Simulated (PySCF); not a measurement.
## Correlation energy of Tm⁴⁰⁺ (thulium, charge +40)

Starting occupation: [Ar] 3d10 4s1, 4s1/2 with m_j = +1/2. All numbers are calculated (PySCF 2.14, X2C-1e with screened-nucleus spin-orbit coupling, Gaussian nucleus, in an uncontracted even-tempered set (16 s from 4.8 bohr⁻², ratio 2.8; 13 p from 6.2 bohr⁻², ratio 2.8; 8 d from 11 bohr⁻², ratio 2.8; 4 f from 25 bohr⁻², ratio 3)). Frozen: [Ne]; 19 electrons correlated; the 72 highest virtual spinors left out.

MP2 pair energies summed by pair of shells (mhartree):

```json
{"pair": "3d3/2-3d5/2", "energy": "-186.84", "share (%)": "25.7"}
{"pair": "3d5/2-3d5/2", "energy": "-131.73", "share (%)": "18.2"}
{"pair": "3d5/2-3p3/2", "energy": "-66.66", "share (%)": "9.2"}
{"pair": "3d3/2-3d3/2", "energy": "-56.81", "share (%)": "7.8"}
{"pair": "3d3/2-3p3/2", "energy": "-45.31", "share (%)": "6.2"}
{"pair": "3d5/2-3p1/2", "energy": "-33.32", "share (%)": "4.6"}
{"pair": "3d5/2-3s1/2", "energy": "-26.31", "share (%)": "3.6"}
{"pair": "3p1/2-3p3/2", "energy": "-25.94", "share (%)": "3.6"}
{"pair": "3d5/2-4s1/2", "energy": "-25.37", "share (%)": "3.5"}
{"pair": "3p3/2-3p3/2", "energy": "-25.24", "share (%)": "3.5"}
{"pair": "3d3/2-3p1/2", "energy": "-21.71", "share (%)": "3.0"}
{"pair": "3d3/2-3s1/2", "energy": "-17.79", "share (%)": "2.5"}
{"pair": "3d3/2-4s1/2", "energy": "-16.43", "share (%)": "2.3"}
{"pair": "3p3/2-3s1/2", "energy": "-14.09", "share (%)": "1.9"}
{"pair": "3p3/2-4s1/2", "energy": "-8.79", "share (%)": "1.2"}
{"pair": "3p1/2-3s1/2", "energy": "-7.46", "share (%)": "1.0"}
{"pair": "3p1/2-3p1/2", "energy": "-6.32", "share (%)": "0.9"}
{"pair": "3s1/2-3s1/2", "energy": "-3.95", "share (%)": "0.5"}
{"pair": "3p1/2-4s1/2", "energy": "-3.60", "share (%)": "0.5"}
{"pair": "3s1/2-4s1/2", "energy": "-2.09", "share (%)": "0.3"}
```

Total MP2 correlation energy: -725.76 mhartree.

At this charge the one-electron X2C treatment keeps the bare 1/r₁₂, with no two-electron picture change or Breit term. The effect here is smaller than on the frozen 1s shell.
